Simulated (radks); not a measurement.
These are the eigenvalues of the occupied orbitals of an atom or ion with whole-number occupations (eV). All-electron calculation, non-relativistic Kohn-Sham, PBE, spin-unpolarised, spherical densities, point nucleus. Program: a radial shooting solver on a logarithmic mesh with Libxc functionals.

1s: -2409.549
2s: -222.1671
2p: -168.2560
3s: -27.5070
3p: -16.8082

Which element is it, and in what charge state? The configuration may be excited.

Answer. Z = 16, sulfur, charge +1: S+ in [Ne] 3s2 3p3. The list shows which subshells hold electrons but not how many an open one holds; the 1s level, -88.549 hartree, gives Z - s = 13.3 by -(Z - s)^2/2, which with screening narrows Z to a few neighbours, and the depths of the outer levels then fix element, charge and occupations together.
